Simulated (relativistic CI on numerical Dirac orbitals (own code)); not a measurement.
## Hyperfine structure of Sb25+, mass number 123

Computed by Dirac-Coulomb-Breit CI, orbitals from a KLI potential per configuration, model QED, unscaled Slater integrals (own radial code, finite nucleus).

Configuration list (outside the closed core [Ne]): 3s2 3p6 3d8, 3s2 3p5 3d9, 3s2 3p4 3d10, 3s 3p6 3d9, 3p6 3d10, 3s 3p5 3d10, 3s2 3p6 3d7 4s, 3s2 3p6 3d7 4p, 3s2 3p6 3d7 4d, 3s2 3p4 3d9 4s, 3s2 3p6 3d7 4f, 3s2 3p5 3d8 4s, 3s2 3p4 3d9 4p, 3s2 3p6 3d6 4s2, 3s2 3p5 3d8 4p, 3s2 3p4 3d9 4d. Levels of other configurations are missing.

Nuclear spin I = 7/2, μ = 2.5457 μN, Q = -0.692 b (tables of Stone and Pyykkö). The electronic factors are computed for point nuclear moments, without core polarisation or the Bohr-Weisskopf and QED corrections.

```
            Level   E (eV)  A (MHz)  B (MHz)
 3s2 3p6 3d8 3F_4    0.000     6740     7370
 3s2 3p6 3d8 1D_2    5.327     7505    -5860
 3s2 3p6 3d8 3F_3    9.197     9603     4680
 3s2 3p6 3d8 3P_2   14.209     8585     -565
 3s2 3p6 3d8 3P_1   17.526     -570     4620
 3s2 3p6 3d8 1G_4   19.203    10460    25700
3s2 3p5 3d9 3F°_4  221.093    16690    73800
3s2 3p5 3d9 1D°_2  225.926    11850   -37700
```

Levels with J = 0, under 50 % of one LS term, or S terms without an open s electron are left out. Small factors come from cancelling terms and can be off by tens of per cent or more.

At this charge energies of transitions that change n are usually good to better than 1 %, and those within a shell (Δn = 0) to a few per cent. Terms inside the open d or f shell come out 10 to 20 % too wide with unscaled integrals.

(1) Give the hyperfine levels of 3s2 3p6 3d8 3F_4 relative to its centre of gravity.

Answers

(1) With K = F(F + 1) − I(I + 1) − J(J + 1), E = AK/2 + B[¾K(K + 1) − I(I + 1)J(J + 1)]/[2I(2I − 1)J(2J − 1)]: F = 1/2: -114300, F = 3/2: -105100, F = 5/2: -89660, F = 7/2: -67590, F = 9/2: -38530, F = 11/2: -1974, F = 13/2: 42690, F = 15/2: 96200 MHz.

LS names give the leading component of a level, which can be under half, so a name can repeat, a term be missing and a line seem to break the LS rules.
